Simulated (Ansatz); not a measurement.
Consider the formal loss of a carbene: `C/C=C(\C)[SiH3]` → `C=C(C)[SiH3]` + `[CH2]` (triplet).

Gas-phase electronic energies from Ansatz, PBE0-D4/def2-TZVP geometries. CCSD(T)/CBS adds triple-zeta CCSD(T) − MP2 to the extrapolated MP2 energy (def2 sets, frozen cores). This one scheme is used for every species. DFT in def2-TZVPP. Triplets are unrestricted, without spin–orbit coupling.

| species | BLYP-D4 energy (Eh) |
| --- | --- |
| `C/C=C(\C)[SiH3]` | -447.90684 |
| `C=C(C)[SiH3]` | -408.59558 |
| `[CH2]` (triplet) | -39.14539 |

Problem. Work out ΔE.

Solution. ΔE = (-408.59558) + (-39.14539) − (-447.90684) = 0.16587 Eh = +435.5 kJ/mol. CCSD(T)/CBS gives +442.0 kJ/mol.

Largest T1 diagnostic among the species: 0.011.

Leaving LDA and LC-ωPBE aside and taking each functional with its dispersion term where it has one, the values, not all of them listed here, spread over 34.9 kJ/mol, from r2SCAN0-D4 to ωB97X-V. LDA lies +77.8 kJ/mol from PBE without D4. The D4 term adds +10.9 kJ/mol with B3LYP and +6.1 kJ/mol with PBE0; it sums over pairs of atoms, weighted by their polarisabilities, and B3LYP, whose exchange is more repulsive, gets the larger term.

B3LYP here is the variant with VWN-RPA as its local correlation; programs differ in this.
